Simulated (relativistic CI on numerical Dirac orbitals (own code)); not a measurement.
Computed by Dirac-Coulomb-Breit CI, orbitals from a KLI potential per configuration, QED by a radiative potential, unscaled Slater integrals (own radial code, finite nucleus).

Configurations in the expansion: 1s2, 1s.2s, 1s.2p, 1s.3s, 1s.3p, 1s.3d, 1s.4s, 1s.4p, 1s.4d, 1s.4f, 1s.5s, 1s.5p, 1s.5d, 1s.5f, 1s.5g, 1s.6s, 1s.6p, 1s.6d. Levels of other configurations are missing.

At this charge energies of transitions that change n are usually good to better than 1 %, and those within a shell (Δn = 0) to a few per cent.

Outline of the computed level scheme of Nb XL. Lowest level of each configuration: 1s2 1S_0 at 0.0 eV; 1s.2s 3S_1 at 16979.4 eV; 1s.2p 3P°_0 at 17032.9 eV; 1s.3s 3S_1 at 20153.2 eV; 1s.3p 3P°_0 at 20167.9 eV; 1s.3d 3D_2 at 20209.4 eV; 1s.4s 3S_1 at 21252.6 eV; 1s.4p 3P°_0 at 21258.6 eV; 1s.4d 3D_2 at 21276.1 eV.

Some strong electric-dipole decays among the lowest 27 levels: 1s.2p 1P°_1 → 1s2 1S_0 (2.5e+15 s⁻¹); 1s.2p 3P°_1 → 1s2 1S_0 (8.0e+14 s⁻¹); 1s.3p 1P°_1 → 1s2 1S_0 (6.8e+14 s⁻¹); 1s.4p 1P°_1 → 1s2 1S_0 (2.8e+14 s⁻¹); 1s.3p 3P°_1 → 1s2 1S_0 (2.2e+14 s⁻¹); 1s.3d 3D_3 → 1s.2p 3P°_2 (1.7e+14 s⁻¹); 1s.3d 1D_2 → 1s.2p 1P°_1 (1.5e+14 s⁻¹); 1s.3d 3D_2 → 1s.2p 3P°_1 (1.4e+14 s⁻¹).

LS names give the leading component of a level, which can be under half, so a name can repeat, a term be missing and a line seem to break the LS rules.
